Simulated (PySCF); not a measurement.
SeBr2, SMILES Br[Se]Br.

Coordinates come from a PBE0-D3(BJ)/def2-SVP optimisation.

These are PySCF with TDDFT-PBE0/def2-SVPD values and carry that method's errors.

Vertical excitations. Gas-phase values at a fixed geometry. State labels are in the subgroup C2v.

Computed excitation energies, oscillator strengths and character:
```
state  symmetry  energy (eV)  λ (nm)      f                            main pairs
-----  --------  -----------  ------  -----  ------------------------------------
S1           B1         2.25     551  0.001                       HOMO→LUMO 100 %
S2           A2         2.67     464  0.000                     HOMO→LUMO+1 100 %
S3           B2         4.30     288  0.016  HOMO−1→LUMO 86 %, HOMO−3→LUMO+1 14 %
S4           A2         4.38     283  0.000                      HOMO−2→LUMO 99 %
S5           A1         4.52     274  0.009  HOMO−3→LUMO 71 %, HOMO−1→LUMO+1 27 %
S6           A1         4.79     259  0.000  HOMO−1→LUMO+1 72 %, HOMO−3→LUMO 28 %
S7           B1         4.93     252  0.002                    HOMO−2→LUMO+1 96 %
S8           B1         5.57     223  0.000                      HOMO−4→LUMO 96 %
S9           B2         5.59     222  0.135  HOMO−3→LUMO+1 79 %, HOMO−1→LUMO 12 %
S10          A2         6.03     206  0.000                    HOMO−4→LUMO+1 99 %
T1           B1         1.60     773      0                        HOMO→LUMO 98 %
T2           A2         2.05     603      0                      HOMO→LUMO+1 97 %
T3           B2         3.62     343      0                      HOMO−1→LUMO 92 %
T4           A1         3.89     319      0  HOMO−3→LUMO 78 %, HOMO−1→LUMO+1 20 %
```
Triplets are in the Tamm–Dancoff approximation, which puts them higher than full response would, so one can lie above its singlet here.
